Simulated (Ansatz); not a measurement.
Ansatz (an electronic-structure program) input (CCSD(T)/def2-SVPD):

Ansatz 0.2 input:
```yaml
crystal:
  periodic: [false, false, false]
  atoms:
    - {symbol: Zr, position_ang: [0.00770858, -0.24438836, -0.39852878]}
    - {symbol: O, position_ang: [-1.55515037, -1.25688567, -0.01870773]}
    - {symbol: Cl, position_ang: [-0.71254140, 1.91891387, -0.36648771]}
    - {symbol: Cl, position_ang: [1.42623904, -0.75240683, 1.31300612]}
basis:
  gaussian:
    orbitals: def2-SVPD
total_charge: 1
magnetization: {spin_polarized: true, initial_magnetization: 1}
correlation: {method: ccsd_t, electrons: outside_noble_gas}
output: {forces: true}
```

Output:

```
Functional definition: HF
integrals: 0.27 GiB planned
1030 factors; integrals over basis functions are off by at most 5.3e-4 eV
mean field: 0.62 GiB planned
mean field evaluation 1: about -28278.8101 eV, gradient 5.6e1 eV
mean field evaluation 2: about -28278.8922 eV, gradient 5.6e1 eV
mean field evaluation 4: about -28293.1857 eV, gradient 8.5e0 eV
mean field evaluation 8: about -28293.7589 eV, gradient 3.9e0 eV
mean field evaluation 16: about -28297.5227 eV, gradient 1.8e-1 eV
mean field evaluation 32: about -28293.3733 eV, gradient 2.9e0 eV
mean field evaluation 64: about -28287.6612 eV, gradient 2.9e1 eV
mean field evaluation 96: about -28292.3833 eV, gradient 4.7e0 eV
mean field evaluation 128: about -28297.5213 eV, gradient 1.2e-1 eV
mean field evaluation 160: about -28293.5125 eV, gradient 1.4e-2 eV
mean field evaluation 192: about -28292.4253 eV, gradient 8.1e0 eV
mean field evaluation 224: about -28287.7289 eV, gradient 2.9e1 eV
mean field evaluation 256: about -28296.9479 eV, gradient 5.5e-1 eV
mean field evaluation 288: about -28292.3280 eV, gradient 1.1e0 eV
mean field evaluation 320: about -28289.4840 eV, gradient 2.1e1 eV
mean field evaluation 352: about -28289.2949 eV, gradient 2.2e1 eV
mean field evaluation 384: about -28293.7541 eV, gradient 9.8e-1 eV
mean field evaluation 416: about -28292.1404 eV, gradient 4.6e0 eV
mean field evaluation 448: about -28291.3386 eV, gradient 5.4e-1 eV
mean field evaluation 480: about -28292.4695 eV, gradient 6.1e-1 eV
mean field evaluation 512: about -28290.4642 eV, gradient 1.2e0 eV
mean field evaluation 544: about -28294.3547 eV, gradient 4.8e0 eV
mean field evaluation 576: about -28292.9913 eV, gradient 5.2e-1 eV
mean field -28297.52296968 eV, -1039.9147883859 hartree, gradient 4.2e-6 eV, S^2 0.764035; 8 other end points of the search recorded, 0 dependent functions left out
determinant -28297.52296968 eV, -1039.9147883859 hartree, with singles and doubles -28312.55217290 eV, -1040.4671014168 hartree
determinant -28297.29736317 eV, -1039.9064974994 hartree, with singles and doubles -28312.27044844 eV, -1040.4567482339 hartree
determinant -28296.76753002 eV, -1039.8870264902 hartree, with singles and doubles -28311.86770345 eV, -1040.4419476284 hartree
determinant -28297.52296968 eV, -1039.9147883859 hartree, with singles and doubles -28312.58742313 eV, -1040.4683968392 hartree
determinant -28297.29736317 eV, -1039.9064974994 hartree, with singles and doubles -28312.30171822 eV, -1040.4578973773 hartree
15 core orbitals not correlated
reference -28297.52296968 eV, -1039.9147883859 hartree; 12, 11 occupied and 84, 85 virtual orbitals, 1030 factors
densities: 1.55 GiB planned
second order -14.34183874 eV of doubles, -0.00000000 eV of singles
coupled cluster: 0.98 GiB planned
cycle   1  -15.06445980 eV  change   -6.4e-6 eV  update   3.9e-6
cycle   2  -15.06445679 eV  change    3.0e-6 eV  update   3.0e-6
cycle   3  -15.06446058 eV  change   -3.8e-6 eV  update   2.2e-6
cycle   4  -15.06446008 eV  change    5.0e-7 eV  update   9.9e-7
cycle   5  -15.06446043 eV  change   -3.6e-7 eV  update   5.7e-7
cycle   6  -15.06446036 eV  change    6.8e-8 eV  update   3.2e-7
cycle   7  -15.06446034 eV  change    2.3e-8 eV  update   1.8e-7
cycle   8  -15.06446033 eV  change    1.1e-8 eV  update   8.9e-8
perturbative correction -0.66443269 eV, -0.0244174509 hartree
the calculation of the forces begins
mean field evaluation 608: about -28297.3829 eV, gradient 6.2e-1 eV
Total energy: -28313.25186270 eV, -1040.4928145429 hartree
Atom 0 at     0.007709    -0.244388    -0.398529 Å, force     0.837359     0.404056    -0.423679 eV/Å
Atom 1 at    -1.555150    -1.256886    -0.018708 Å, force    -0.965164    -0.640207     0.210823 eV/Å
Atom 2 at    -0.712541     1.918914    -0.366488 Å, force    -0.112445     0.338332    -0.032051 eV/Å
Atom 3 at     1.426239    -0.752407     1.313006 Å, force     0.240250    -0.102181     0.244906 eV/Å
Dipole moment:     0.381427    -0.256685    -0.894005 e Å
```

The spin state was set by rule; other spins were not relaxed.
